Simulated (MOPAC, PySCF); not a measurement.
C5H10, SMILES `C(C)(C)C=C` (C–C–C–C torsion 118°), neutral singlet in the gas phase. 

Z-matrix (Å, degrees):
```
C
H 1 1.0948
C 1 1.5011 2 107.95
C 3 1.3263 1 125.52 2 0.00
H 4 1.0825 3 121.80 1 179.97
H 4 1.0846 5 116.82 3 179.94
H 3 1.0888 4 119.15 5 -0.03
C 1 1.5335 2 108.34 3 -119.89
H 8 1.0908 1 111.15 2 59.12
H 8 1.0921 9 108.36 1 122.00
H 8 1.0933 9 107.91 10 116.43
C 1 1.5335 2 108.34 3 119.89
H 12 1.0908 1 111.15 2 -59.12
H 12 1.0921 13 108.36 1 -122.00
H 12 1.0933 13 107.91 14 -116.43
```
Charge 0, spin multiplicity 1.

All levels are single points at this geometry (B3LYP-D3(BJ)/def2-TZVP); Pople sets use spherical d functions. Orbital energies aren't observables, and empty levels follow the basis.

HF/6-31G* in PySCF gives dipole (D) = 0.26.

### Question
Estimate the dipole (D) from each of these levels: TPSSh-D3(BJ)/def2-TZVP in PySCF; BP86/6-31G* in PySCF; PBE/6-31G* in PySCF; AM1 in MOPAC; PM7 in MOPAC.

### Answer

```
level                            dipole (D)
-------------------------------  ----------
TPSSh-D3(BJ)/def2-TZVP in PySCF        0.36
BP86/6-31G* in PySCF                   0.33
PBE/6-31G* in PySCF                    0.33
AM1 in MOPAC                           0.21
PM7 in MOPAC                           0.53
```
